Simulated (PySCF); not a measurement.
C6H5Cl, SMILES c1c(cccc1)Cl. Geometry: PBE-D3(BJ)/def2-SVP.

The numbers are results of PySCF 2.14.0 with PBE-D3(BJ)/def2-SVP, not measurements.

Harmonic wavenumbers (cm⁻¹): 183, 291, 406, 410, 471, 605, 691, 699, 735, 815, 891, 955, 981, 982, 1021, 1062, 1082, 1134, 1146, 1267, 1371, 1431, 1458, 1599, 1601, 3115, 3123, 3136, 3144, 3146. Rotational constants (GHz): 5.598, 1.541, 1.208; symmetry number 2.

**Question.** Work out the zero-point energy and the ideal-gas rigid-rotor harmonic-oscillator thermochemistry at 298.15 K and 1 atm.

**Answer.** ZPE = ½ Σ hcν = ½ × 38950 cm⁻¹ = 232.97 kJ/mol. H − E(el) = 250.19 kJ/mol. Entropy in J/(mol K): translation 167.66, rotation 110.65, vibration 36.74, total 315.05. G − E(el) = 156.25 kJ/mol. Cp = 98.66 J/(mol K).
